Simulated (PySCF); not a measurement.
## NMR parameters of Zn(NH2)2

Zn(NH2)2, H4N2Zn, point group C2.

Bonds: Zn1-N2 1.815 Å, Zn1-N5 1.815 Å. N2 carries H3, H4; N5 carries H6, H7.

GIAO calculations in PySCF on the PBE0-D3(BJ)/def2-SVP structure: isolated species, non-relativistic, equivalent atoms averaged; basis pcSseg-1 (pcSseg-2 on Zn).

Problem. Give the isotropic shieldings (ppm) with B3LYP, PBE, PBE0.

Solution. 
```json
{"atoms": "Zn1", "environment": "Zn bonded to 2 N", "B3LYP": "1453", "PBE": "1393", "PBE0": "1484"}
{"atoms": "N2/N5", "environment": "nitrogen bonded to Zn, 2 H", "B3LYP": "277.7", "PBE": "272.7", "PBE0": "281.8"}
{"atoms": "H3/H4/H6/H7", "environment": "hydrogen on a nitrogen bonded to Zn", "B3LYP": "31.95", "PBE": "31.66", "PBE0": "31.89"}
{"atoms": "HOMO–LUMO gap (eV)", "environment": "–", "B3LYP": "6.00", "PBE": "4.32", "PBE0": "6.62"}
```

Problem. And the chemical shifts, against references computed in the same way?

Solution. 
| atoms | nucleus, reference | B3LYP | PBE | PBE0 |
| --- | --- | --- | --- | --- |
| N2/N5 | ¹⁵N, NH3 | -14.2 | -7.7 | -16.2 |
| H3/H4/H6/H7 | ¹H, TMS | -0.57 | -0.46 | -0.62 |

Problem. Which part of the shielding of Zn1 depends on the functional?

Solution. Diamagnetic: B3LYP 2524, PBE 2524, PBE0 2525 ppm; paramagnetic: B3LYP -1072, PBE -1132, PBE0 -1040 ppm. The diamagnetic part, set mainly by inner electrons, hardly moves; the paramagnetic part goes with low-lying magnetically allowed excitations and carries the spread.

Problem. What couplings does PBE/pcJ-1 (pcSseg-1 on Zn) give?

Solution. ¹J(N2,H3) = -63.1, ²J(H3,H4) = -5.9 Hz (averaged over equivalent pairs; isotopes ¹⁵N, ¹H).

Experimental scales use liquid or dissolved standards, which lie at an offset from isolated NH3 (liquid NH3: subtract about 20 ppm).
